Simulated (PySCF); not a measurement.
Several structures and their simulated spectra, in scrambled order.

A. SMILES FC1=C[C@@H]2[C@H](F)[C@@H]2C1
B. `C#C[C@]1(F)C[C@@H](F)C1`
C. SMILES C[C@@H]1C(F)=C/C1=C\F

Spectrum 1. 1H NMR (300 MHz, computed): δ 5.12 (m, 1H), 4.51 (m, 1H), 2.88 (m, 1H), 2.78 (m, 1H), 1.90 (m, 1H), 1.43 (m, 1H). 13C{1H} NMR (computed): δ 174.9 (C), 104.7 (CH), 74.4 (CH), 33.0 (CH2), 26.4 (CH), 19.1 (CH).

Spectrum 2. 1H NMR (300 MHz, computed): δ 6.87 (m, 1H), 5.60 (m, 1H), 3.61 (m, 1H), 1.30 (d, 3H). 13C{1H} NMR (computed): δ 176.0 (C), 147.1 (CH), 123.6 (C), 113.6 (CH), 50.1 (CH), 18.5 (CH3).

Spectrum 3. 1H NMR (300 MHz, computed): δ 4.91 (m, 1H), 3.06 (m, 2H), 3.00 (m, 2H), 2.24 (s, 1H). 13C{1H} NMR (computed): δ 88.3 (C), 83.9 (CH), 81.0 (CH), 79.6 (C), 49.5 (CH2).

Computed data (PySCF 2.14.0 with density-fitted response routines): geometry: GFN2-xTB, NMR shieldings at PBE0/pcSseg-1/GIAO. Fast rotation and ring inversion assumed for equivalent nuclei, non-relativistic Hamiltonian, a single conformation, no solvent model.

Referencing at the same level of theory: 1H (σref 31.72), 13C (σref 186.93) vs TMS. Splittings of carbon signals by F and P are missing where no couplings were computed. Where no couplings were computed, multiplicities follow the n + 1 count of equivalent neighbours, and m marks all less simple cases (inequivalent or close neighbours, rings, F or P nearby). Shifts are as computed. Against solution values, carbons near 30 ppm lie about +3 ppm off and those near 130 ppm about +5 ppm. Of 1309 compounds with measured shifts, 239 miss one by over three times the rms of a fit or turn the order of signals round; such compounds aren't used in these exercises.

Q: Match each spectrum to its structure.

A: 1–A, 2–C, 3–B.

- Spectrum 1 (A): 6 13C signals; δC 104.7 is an alkene CH; δC 74.4 is a three-membered-ring carbon.
- Spectrum 2 (C): 6 13C signals; δC 147.1 is an alkene CH; δC 123.6 is a fully substituted alkene carbon.
- Spectrum 3 (B): 5 13C signals; δC 88.3 is an alkyne carbon; δC 83.9 is a terminal alkyne carbon.
